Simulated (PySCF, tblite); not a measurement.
Isomers of C2H8FN2Si (doublet state). Computed with GFN2-xTB (tblite): harmonic, unscaled wavenumbers at the GFN2-xTB geometry, gas phase. Errors from tens to a few hundred cm⁻¹ against measured bands are possible. Modes of hydrogen on silicon can be 10 to 20 % off. One conformer each. Open shells enter through the occupations alone, without spin polarisation, and single modes of such species can be off by tens of per cent.

Electronic energies: B3LYP/pcH-1 single points on the GFN2-xTB geometries (PySCF, gas phase).

```csv
SMILES,"electronic energy, lowest = 0 (kcal/mol)"
CN(C)[Si](N)F,0.0
CN(C)[Si@H]([NH])F,21.4
[CH2]N(C)[Si@@H](N)F,1.1
```

Problem. How do GFN2-xTB zero-point energies change the relative energies?

Solution. 
```json
{"SMILES": "CN(C)[Si](N)F", "ZPE (kcal/mol)": "68.2", "of it from modes above 1550 cm⁻¹": "35.4", "electronic (kcal/mol)": "0.0", "with ZPE, lowest = 0 (kcal/mol)": "2.2", "lowest mode (cm⁻¹)": "56", "rings": "0"}
{"SMILES": "[CH2]N(C)[Si@@H](N)F", "ZPE (kcal/mol)": "64.9", "of it from modes above 1550 cm⁻¹": "35.1", "electronic (kcal/mol)": "1.1", "with ZPE, lowest = 0 (kcal/mol)": "0.0", "lowest mode (cm⁻¹)": "13", "rings": "0"}
{"SMILES": "CN(C)[Si@H]([NH])F", "ZPE (kcal/mol)": "65.6", "of it from modes above 1550 cm⁻¹": "33.7", "electronic (kcal/mol)": "21.4", "with ZPE, lowest = 0 (kcal/mol)": "21.1", "lowest mode (cm⁻¹)": "62", "rings": "0"}
```

The zero-point energies span 3.3 kcal/mol, from `[CH2]N(C)[Si@@H](N)F` to `CN(C)[Si](N)F`. With it `[CH2]N(C)[Si@@H](N)F` becomes the lowest.

Problem. And how do the electronic energies of GFN2-xTB itself compare?

Solution. `CN(C)[Si](N)F` 1.7; `[CH2]N(C)[Si@@H](N)F` 0.0; `CN(C)[Si@H]([NH])F` 4.4 kcal/mol, lowest = 0. Against the energies above, taken from the same isomer `CN(C)[Si](N)F`, the largest difference is 18.7 kcal/mol.
